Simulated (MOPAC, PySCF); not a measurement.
C2H6N2, SMILES `C1NCN1`, neutral singlet in the gas phase. 

Z-matrix (Å, degrees):
```
C
H 1 1.0954
H 1 1.0956 2 108.55
N 1 1.4803 2 113.35 3 128.81
H 4 1.0118 1 113.28 2 -126.81
C 4 1.4803 5 113.28 1 98.89
H 6 1.0954 4 113.35 5 126.81
H 6 1.0956 7 108.55 4 128.81
N 6 1.4804 7 114.83 8 127.85
H 9 1.0118 6 113.09 7 2.58
```
Charge 0, multiplicity 1.

All levels are single points at this geometry (B3LYP-D3(BJ)/def2-TZVP); Pople sets use spherical d functions. Orbital energies aren't observables, and empty levels follow the basis.

PM6 in MOPAC gives HOMO (eV) = -8.97.

Question: Estimate the HOMO (eV) from each of these levels: PBE-D3(BJ)/def2-TZVP in PySCF; TPSSh-D3(BJ)/def2-TZVP in PySCF; B3LYP/3-21G in PySCF; B3LYP/6-311+G** in PySCF; SVWN5/6-31G* in PySCF; HF/3-21G in PySCF; HF/STO-3G in PySCF; PM3 in MOPAC.

Answer: 
```tsv
level	HOMO (eV)
PBE-D3(BJ)/def2-TZVP in PySCF	-4.64
TPSSh-D3(BJ)/def2-TZVP in PySCF	-5.29
B3LYP/3-21G in PySCF	-5.17
B3LYP/6-311+G** in PySCF	-5.90
SVWN5/6-31G* in PySCF	-4.32
HF/3-21G in PySCF	-9.25
HF/STO-3G in PySCF	-7.69
PM3 in MOPAC	-9.21
```
